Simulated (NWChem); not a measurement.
The numbers come from NWChem runs, not from measurements. System: H$_{3}$B, charge 1, spin multiplicity 2, at the geometry of a parent with another charge or spin, in a state set for the comparison that need not be this species' ground state. Its SCF solution wasn't tested for a lower state. Level: UMP2/def2-TZVPD, 1 core orbitals frozen.

NWChem printed:

```
             Northwest Computational Chemistry Package (NWChem) 7.3.0
             --------------------------------------------------------

                                NWChem Input Module
                                -------------------

 Scaling coordinates for geometry "geometry" by  1.889725989
 (inverse scale =  0.529177249)

 Turning off AUTOSYM since
 SYMMETRY directive was detected!

                             Geometry "geometry" -> ""
                             -------------------------

 Output coordinates in angstroms (scale by  1.889725989 to convert to a.u.)

  No.       Tag          Charge          X              Y              Z
 ---- ---------------- ---------- -------------- -------------- --------------
    1 B                    5.0000     0.00000000     0.00000000     0.00000000
    2 H                    1.0000     0.00000000     0.00000000     1.20439200
    3 H                    1.0000    -1.04303300     0.00000000    -0.60219500
    4 H                    1.0000     1.04303300     0.00000000    -0.60219500

 Effective nuclear repulsion energy (a.u.)       7.3516160856

            Nuclear Dipole moment (a.u.)
            ----------------------------
        X                 Y               Z
 ---------------- ---------------- ----------------
     0.0000000000     0.0000000000     0.0000037795

      Symmetry information
      --------------------

 Group name             C2v
 Group number             16
 Group order               4
 No. of unique centers     3

      Symmetry unique atoms

     1    2    3


 Summary of "ao basis" -> "" (spherical)
 ------------------------------------------------------------------------------
       Tag                 Description            Shells   Functions and Types
 ---------------- ------------------------------  ------  ---------------------
 *                         def2-tzvpd                 on all atoms

 Summary of "ao basis" -> "ao basis" (spherical)
 ------------------------------------------------------------------------------
       Tag                 Description            Shells   Functions and Types
 ---------------- ------------------------------  ------  ---------------------
 B                         def2-tzvpd               13       37   6s3p3d1f
 H                         def2-tzvpd                5        9   3s2p

                                 NWChem SCF Module
                                 -----------------
[...]
     2   0 2 0     -3.974876     -2.211634     -1.763242      0.000000
     2   0 1 1     -0.000000     -0.000000     -0.000000      0.000000
     2   0 0 2     -4.084124     -6.396550     -5.457630      7.770056

                   NWChem MP2 Semi-direct Energy/Gradient Module
                   ---------------------------------------------

  Basis functions       =     64
  Molecular orbitals    =     64
  Frozen core           =      1
  Frozen virtuals       =      0
  Active alpha occupied =      3
  Active beta occupied  =      2
  Active alpha virtual  =     60
  Active beta virtual   =     61
  Use MO symmetry       = T
  Use skeleton AO sym   = T

  AO/Fock/Back tols     =   1.0D-09  1.0D-09  1.0D-09

 GA uses MA = F    GA memory limited = T

 Available:
  local mem=  1.26D+08
 global mem=  1.44D+08
 local disk=  0.00D+00
  mp2_memr nvloc                    60
  nvloc new                    60
   1 passes of   3:        4194304                      17352                   1280039.
   1 passes of   3: M    126153261           G      144171008           F     121958957.

 Semi-direct pass number   1 of   1  for UHF alpha       at        0.5s
  vrange nnbf                  2080
  mp2_eaftype                    10  avail_ma_in_mb                  1099
 EAF : mp2_eaftype filesize          10     640019.
  mp2_eaf for mointskh                     10
Node 0 wrote      3.0 Mb in      0.0 s     Agg I/O rate:  1280.5 Mb/s
 Done moints_semi at        1.0s
  mp2_eaftype                    10  avail_ma_in_mb                  1089
 EAF : mp2_eaftype filesize          10     640019.
  mp2_eaf for kh                    10
 Done maket at        1.0s
 Done multipass loop at        1.0s

 GA uses MA = F    GA memory limited = T

 Available:
  local mem=  1.26D+08
 global mem=  1.44D+08
 local disk=  0.00D+00
  mp2_memr nvloc                    61
  nvloc new                    61
   1 passes of   2:        4194304                      14453                    869863.
   1 passes of   2: M    126153261           G      144171008           F     121958957.

 Semi-direct pass number   1 of   1  for UHF beta        at        1.1s
  vrange nnbf                  2080
  mp2_eaftype                    10  avail_ma_in_mb                  1099
 EAF : mp2_eaftype filesize          10     434931.
  mp2_eaf for mointskh                     10
Node 0 wrote      2.0 Mb in      0.0 s     Agg I/O rate:  2330.7 Mb/s
 Done moints_semi at        1.6s
  mp2_eaftype                    10  avail_ma_in_mb                  1089
 EAF : mp2_eaftype filesize          10     434931.
  mp2_eaf for kh                    10
 Done maket at        1.6s
 Done multipass loop at        1.6s

          -------------------------------------------
          SCF energy                 -25.945442858158
          Correlation energy          -0.078428493787
          Singlet pairs                0.000000000000
          Triplet pairs                0.000000000000
          Total MP2 energy           -26.023871351945
          -------------------------------------------

          ---------------------------------------------------
                    Spin Component Scaled (SCS) MP2
          Same spin pairs                     -0.007239442758
          Same spin scaling factor             0.333333333333
          Opposite spin pairs                 -0.071189051029
          Opposite spin scaling fact.          1.200000000000
          SCS-MP2 correlation energy          -0.087840008821
          Total SCS-MP2 energy               -26.033282866979
          ---------------------------------------------------

 -----------------------
 Performance information
 -----------------------

 Timer overhead =  1.86D-07 seconds/call

               Nr. of calls         CPU time (s)                 Wall time (s)                GFlops
             ---------------    -------------------     ------------------------------   -------------------
Name         Min   Avg   Max    Min     Avg     Max     Min     Avg     Max   Mx/calls   Min     Max     Sum
mp2: moin     2     2     2    1.0     1.0     1.0      1.0     1.0     1.0    0.51      0.0     0.0     0.0
mp2: make     2     2     2   2.34E-2 2.34E-2 2.34E-2  2.34E-2 2.34E-2 2.34E-2 1.17E-2   0.0     0.0     0.0
mp2: tota     1     1     1    1.1     1.1     1.1      1.1     1.1     1.1     1.1      0.0     0.0     0.0

 The average no. of pstat calls per process was 5.00D+00
 with a timing overhead of 9.28D-07s

 Task  times  cpu:        1.6s     wall:        1.6s

 Total times  cpu:        1.6s     wall:        1.6s
```

Task: Write an NWChem input that would produce this output.

Result: Several could match; the one computed here: 
```
start mol
memory heap 200 mb stack 900 mb global 1100 mb
charge 1
geometry units angstroms nocenter noautoz
  B      0.000000     0.000000    -0.000000
  H      0.000000     0.000000     1.204392
  H     -1.043033     0.000000    -0.602195
  H      1.043033     0.000000    -0.602195
  symmetry group C2v
end
basis spherical
  * library def2-tzvpd
end
scf
  uhf
  nopen 1
  maxiter 100
  thresh 1e-7
  semidirect memsize 60000000 filesize 0
  # guess.movecs holds the orbitals of an unrestricted PBE0 run
  vectors input guess.movecs output mol.movecs
end
mp2
  freeze core 1
end
task mp2 energy
```
